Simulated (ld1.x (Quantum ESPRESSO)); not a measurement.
# Varying the PAW potential for lanthanum (La)

Base potential:

```json
{
  "Element": "La",
  "Generator": "ld1.x (Quantum ESPRESSO) 7.5",
  "Type": "PAW",
  "Functional": "PBE",
  "Relativity": "fully relativistic",
  "Frozen core": "[Kr] 4d10",
  "Valence charge": "11",
  "Reference configuration": "4f0 5s2 5p6 5d1 6s2 6p0",
  "Partial waves": "5s (bound): rcut 2.60, rcutus 2.95 bohr; 6s (bound): rcut 2.60, rcutus 2.95 bohr; 5p (bound): rcut 2.55, rcutus 3.00 bohr; 6p (bound, empty): rcut 2.55, rcutus 3.00 bohr; 5d (bound): rcut 3.55, rcutus 4.25 bohr; 5d channel at 0.15 Ry: rcut 3.55, rcutus 4.25 bohr; 4f (bound, empty): rcut 1.40, rcutus 1.55 bohr; 4f channel at 0.65 Ry: rcut 1.40, rcutus 1.55 bohr",
  "Local potential": "all-electron potential smoothed inside 3.90 bohr (lloc = -1)",
  "Core correction": "a·sin(br)/r model core, default radius (ld1.x builds one for every PAW set, though the input has nlcc=.false.)",
  "Augmentation charge": "PSQ, inside the norm-conserving radii"
}
```

Open shells are filled in proportion to 2j + 1 (rel_dist='average').

Cutoffs, loose and tight: the cutoffs (Ry, on a coarse ladder) from which the occupation-weighted sum of valence levels, in a spherical-Bessel basis at the reference potential, stays within 10 and 1 mRy of its value at 400 Ry. They do not see the model core or the augmentation charge, which bear on the density cutoff. Test errors are all-electron minus pseudo excitation energies from the reference, over the configurations 4f0 5s2 5p6 5d1 6s1 6p0; 4f0 5s2 5p6 5d1 6s0 6p0; 4f0 5s2 5p6 5d0 6s0 6p0; 4f1 5s2 5p6 5d1 6s0 6p0; 4f0 5s2 5p6 5d2 6s1 6p0; 4f0 5s2 5p6 5d1 6s0 6p1; 4f0 5s2 5p6 5d1 6s1.5 6p0. A dash means not determined; rows that change the core or the reference have their own tests.

Cutoffs are not given where the Bessel-basis levels miss the radial ones by over 6 mRy, ghosts where they miss by over 20 mRy; a channel whose overlap is not positive is not tested.

```csv
change,outcome,bound ghosts,largest test error (meV)
base,generated,not determined,test run stopped at test 1 of 7 (negative rho)
"waves 5d (bound): rcut 2.68, rcutus 2.84 bohr; 5d channel at 0.15 Ry: rcut 2.68, rcutus 2.84 bohr",generated,not determined,test run stopped at test 1 of 7 (negative rho)
"waves 5d (bound): rcut 3.48, rcutus 3.68 bohr; 5d channel at 0.15 Ry: rcut 3.48, rcutus 3.68 bohr",generated,not determined,test run stopped at test 1 of 7 (negative rho)
"waves 5d (bound): rcut 3.55, rcutus 4.10 bohr; 5d channel at 0.15 Ry: rcut 3.55, rcutus 4.10 bohr",generated,not determined,test run stopped at test 1 of 7 (negative rho)
"waves 5d (bound): rcut 3.55, rcutus 5.06 bohr; 5d channel at 0.15 Ry: rcut 3.55, rcutus 5.06 bohr",generated,not determined,"test run stopped at test 4 of 7 (negative rho), 3 before it not solved"
"waves 5d (bound): rcut 3.55, rcutus 5.40 bohr; 5d channel at 0.15 Ry: rcut 3.55, rcutus 5.40 bohr",generated,not determined,"test run stopped at test 4 of 7 (negative rho), 3 before it not solved"
```

Task: What comes out with this change to the base: waves 5d (bound): rcut 3.55, rcutus 6.18 bohr; 5d channel at 0.15 Ry: rcut 3.55, rcutus 6.18 bohr?

Result: outcome: failed: compute_chi: phi_in too large before r_c. Cause: the pseudo-wave handed to the routine for χ is out of range inside the radius.

Reading the sweep of the d radius (base included, trends over the rows without a ghost): The generation fails at 6.18 bohr.
